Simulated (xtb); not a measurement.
BeFBr, SMILES [F][Be][Br]. All values are semi-empirical tight-binding results from xtb (GFN2-xTB unless named), good for trends rather than for accurate numbers. Coordinates come from a GFN2-xTB optimisation.

Optimised geometry:

Bonded distances (Å): Be1–F2 1.373, Be1–Br3 1.940. Angles (°): F2–Be1–Br3 180.0.

For metal compounds this method's bond lengths and energies can be far off.

```json
{
  "point_group_as_xtb_finds_it": "C∞v",
  "orbital_gap": "6.48 eV",
  "zero_point_energy": "3.1 kcal/mol",
  "G − E(el) at 298.15 K (modified RRHO)": "-12.5 kcal/mol"
}
```

Computed atomic charges and the Wiberg bond orders between heavy atoms:
charges (e) Be1 0.67, F2 -0.37, Br3 -0.29. Bond orders Be1–F2 1.06, Be1–Br3 1.16.
